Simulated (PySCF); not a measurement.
Method: B3LYP-D3(BJ)/def2-TZVP // PBE0-D4/def2-TZVP in PySCF 2.14.0. All species are isolated molecules in the gas phase. B3LYP has the VWN-RPA correlation part, as in Gaussian. Excitations are Tamm–Dancoff values on a coarser integration grid. The basis has no diffuse functions, so Rydberg states are missing or too high.

Reference species (SMILES): `[F][In]([Cl])[Cl]` (neutral, multiplicity 1).

```yaml
LUMO: -3.34 eV
T1 excitation (TDA): 4.55 eV
```

Changed species: `[F][In]([F])[F]` (0 of 3 F replaced by Cl; the reference has 2 of 3 F replaced by Cl).

Predict the effect on the LUMO and T1 excitation (TDA).

the LUMO drops by 0.49 eV, to -3.83 eV; the T1 excitation (TDA) rises by 0.64 eV, to 5.19 eV.
